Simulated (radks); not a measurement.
The numbers below are computed, except where a source is named.
Question: All-electron atom: Cd I in [Kr] 4d9 5s2 5p1 (not the ground configuration). Level of theory: scalar-relativistic Kohn-Sham, PBEsol, spin-unpolarised, spherical densities, finite nucleus; Fermi nuclear charge, rms radius 4.6087 fm (a radial shooting solver on a logarithmic mesh with Libxc functionals). Some entries of the table are withheld. Estimate them.

orbital  occ.  eigenvalue (hartree)  <1/r> (bohr^-1)
1s          2             -974.4707              (1)
2s          2             -144.9076            11.52
2p          6             -130.0792              (2)
3s          2             -27.20783            4.060
3p          6             -22.34382            3.868
3d         10             -14.72527            3.642
4s          2              -4.12805            1.579
4p          6                   (3)              (4)
4d          9              -0.63327            1.088
5s          2              -0.29557           0.4831
5p          1              -0.09287              (5)

Answer: 
(1) 1s <1/r> (bohr^-1): 50.62
(2) 2p <1/r> (bohr^-1): 11.11
(3) 4p eigenvalue (hartree): -2.69087
(4) 4p <1/r> (bohr^-1): 1.426
(5) 5p <1/r> (bohr^-1): 0.3423
